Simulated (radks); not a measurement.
Valence configurations of Bi2+. Method: Dirac Kohn-Sham, PBE, spin-unpolarised, spherical densities, finite nucleus; open shells are shared between the two j in proportion to 2j + 1; Fermi nuclear charge, rms radius 5.5211 fm; computed with a radial shooting solver on a logarithmic mesh with Libxc functionals. Energies are relative to [Hg] 6p1; eigenvalues in eV.

[Hg] 6p1: E (eV) 0.000; e(4f5/2) -172.75; e(4f7/2) -167.26; e(5d3/2) -46.284; e(5d5/2) -43.259; e(6p1/2) -21.194
[Xe] 4f14 5d10 6s1.5 6p1.5: E (eV) 5.657; e(4f5/2) -173.64; e(4f7/2) -168.15; e(5d3/2) -47.098; e(5d5/2) -44.063; e(6p1/2) -21.646
[Xe] 4f14 5d10 6s1 6p2: E (eV) 11.374; e(4f5/2) -174.51; e(4f7/2) -169.02; e(5d3/2) -47.898; e(5d5/2) -44.851; e(6p1/2) -22.089
[Xe] 4f14 5d10 6p3: E (eV) 22.973; e(4f5/2) -176.22; e(4f7/2) -170.73; e(5d3/2) -49.456; e(5d5/2) -46.387; e(6p1/2) -22.943
[Xe] 4f14 5d9 6s2 6p2: E (eV) 26.667; e(4f5/2) -179.36; e(4f7/2) -173.87; e(5d3/2) -51.218; e(5d5/2) -48.057; e(6p1/2) -23.095
[Xe] 4f14 5d8.5 6s2 6p2.5: E (eV) 41.190; e(4f5/2) -182.69; e(4f7/2) -177.19; e(5d3/2) -53.652; e(5d5/2) -50.423; e(6p1/2) -24.009
[Xe] 4f14 5d9 6p4: E (eV) 51.146; e(4f5/2) -182.71; e(4f7/2) -177.22; e(5d3/2) -54.230; e(5d5/2) -51.025; e(6p1/2) -24.724
[Xe] 4f13.5 5d10 6s2 6p1.5: E (eV) 77.431; e(4f5/2) -183.03; e(4f7/2) -177.46; e(5d3/2) -49.783; e(5d5/2) -46.598; e(6p1/2) -22.258
[Xe] 4f13 5d9 6s2 6p3: E (eV) 191.27; e(4f5/2) -200.26; e(4f7/2) -194.61; e(5d3/2) -58.314; e(5d5/2) -54.831; e(6p1/2) -25.140
[Xe] 4f13 5d9 6p5: E (eV) 217.59; e(4f5/2) -203.52; e(4f7/2) -197.86; e(5d3/2) -61.230; e(5d5/2) -57.706; e(6p1/2) -26.688

NIST lists [Hg] 6p1 as the ground configuration; this level of theory agrees among the configurations tried. The energies are those of spherical spin-averaged densities, not of single terms.
